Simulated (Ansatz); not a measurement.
`C[CH](C)[Zn][F]` + HCl → `[F][Zn][Cl]` + `CCC` at 700 K and 1 bar (ligand exchange at a Zn–C bond).

Gas-phase electronic energies from Ansatz, PBE0-D4/def2-TZVP geometries. CCSD(T)/CBS is the MP2 limit (def2-TZVPP, def2-QZVPP) plus CCSD(T) − MP2 in def2-TZVPP, frozen cores. This one scheme is used for every species. For Zn outer-core shells are correlated without core-valence functions, which leaves a few kJ/mol of doubt a bond. Scalar relativity is left out up to krypton. One conformer a species, not always the lowest.

```tsv
species	CCSD(T)/CBS energy (Eh)	H − E (kJ/mol)	S (J/(mol·K))
`C[CH](C)[Zn][F]`	-1996.57851	329.3	472.5
HCl	-460.38127	38.4	211.8
`[F][Zn][Cl]`	-2338.03728	45.0	320.3
`CCC`	-118.98051	329.4	356.3
```

H − E and S are ideal-gas, rigid-rotor, harmonic terms from PBE0-D4/def2-TZVP, for one conformer and one mirror image of each species. 1 Eh = 2625.50 kJ/mol, R = 8.31446 J/(mol·K).

By hand: ΔE, ΔH, ΔS and ΔG.

ΔE = (-2338.03728) + (-118.98051) − (-1996.57851) − (-460.38127) = -0.05801 Eh = -152.3 kJ/mol. Δ(H − E) = 45.0 + 329.4 − 329.3 − 38.4 = 6.7, so ΔH = -145.6 kJ/mol. ΔS = 320.3 + 356.3 − 472.5 − 211.8 = -7.7 J/(mol·K). ΔG = -145.6 − 700 × (-7.7)/1000 = -140.2 kJ/mol.

By hand: the equilibrium constant, and the temperature at which ΔG would vanish if ΔH and ΔS stayed fixed.

log₁₀ K = −ΔG/(RT ln 10) = 10.5. ΔG = 0 at ΔH/ΔS = 18909 K, far beyond where these terms or the molecules hold.

The number of gas molecules stays the same, so ΔS is small and ΔH decides. A doubt of 5 kJ/mol in ΔE shifts log₁₀ K by 0.4 here. Other conformers and mirror images would add mixing entropy, several J/(mol·K) or more a flexible species. These are equilibria of isolated gas molecules and say nothing of rates. Largest T1 diagnostic: 0.016 (customary marks: 0.02 for closed shells, 0.045 for open ones).
